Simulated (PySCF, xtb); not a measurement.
B(OH)(SeH)2 (BH3OSe2), SMILES OB([SeH])[SeH]. Other conformers were not sampled.

Harmonic wavenumbers (cm⁻¹) from GFN2-xTB in xtb at its own minimum, in rising order: 131, 215, 257, 265, 345, 374, 512, 591, 680, 703, 915, 1262, 2022, 2045, 3592.

**Question.** What does PySCF with B3LYP-D3(BJ)/def2-SVP give at its own minimum? (The exact figures need the calculation; the answer reports its results.)

**Answer.** 146, 166, 278, 297, 389, 442, 482, 675, 759, 814, 1077, 1349, 2382, 2416, 3859. Paired by order, the mean absolute difference is 119 cm⁻¹ and the zero-point energies are 19.9 and 22.2 kcal/mol.
